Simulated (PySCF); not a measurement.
## Run times: rhodium in x2c-TZVPall

Measured wall times of calculations with PySCF 2.14 in x2c-TZVPall (8s6p6d1f, 63 functions), with the spin-free X2C one-electron Hamiltonian (Gaussian nucleus), run from one Python driver. Hardware: 1 thread of Neoverse-V2 on a shared host, 1.3 GiB allowed. The two-electron integrals over 63 functions were computed once and kept in memory (1.1 CPU seconds with the set-up); the times below exclude them. Kohn-Sham runs start from converged Hartree-Fock orbitals.

Launch command (the driver calls PySCF for each step listed in the task file):

```bash
OMP_NUM_THREADS=1 python atomrun2.py TASK.json OUT
```

```csv
species,step,iterations,wall time (s)
Rh⁺ [Kr] 4d8,UHF,7,0.38
Rh⁺ [Kr] 4d8,M06-2X,6,2.8
Rh⁺ [Kr] 4d8,r2SCAN,7,3.1
Rh⁺ [Kr] 4d8,MP2 (8 electrons),,0.09
Rh²⁺ [Kr] 4d7,UHF,6,0.3
Rh²⁺ [Kr] 4d7,M06-2X,6,2.8
Rh²⁺ [Kr] 4d7,r2SCAN,6,2.7
Rh²⁺ [Kr] 4d7,MP2 (7 electrons),,0.08
```

Peak memory of the process: 0.26 GiB. Times on a shared host vary from run to run.
